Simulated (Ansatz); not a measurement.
Basis-set extrapolation for `[OH][AlH][Al]([F])[CH2]S` (PBE0-D4/def2-TZVP geometry, frozen core, Ansatz). Multiplicity 1, RHF reference.

```json
{"": "HF", "def2-TZVPP": "-1096.705976", "def2-QZVPP": "-1096.741731"}
{"": "MP2 correlation", "def2-TZVPP": "-0.998217", "def2-QZVPP": "-1.081857"}
{"": "CCSD(T) correlation", "def2-TZVPP": "-1.081717", "def2-QZVPP": "not run"}
```

Energies in hartree. Use E(X) = E(∞) + A·exp(−7.88·√X) for Hartree–Fock and E(X) = E(∞) + B·X^(−2.97) for correlation, with X = 3 and 4, and add CCSD(T) minus MP2 of the smaller set to the MP2 limit.

Q: What is the CCSD(T) energy at the basis-set limit?

A: HF limit: -1096.741731 + (-0.035755) × 0.13774 = -1096.74666. MP2 limit: -1.081857 + (-0.083640) × 0.74074 = -1.14381. Higher-order term: -1.081717 − (-0.998217) = -0.08350. Total: -1097.97397 hartree, 489.1 kJ/mol below CCSD(T)/def2-TZVPP.
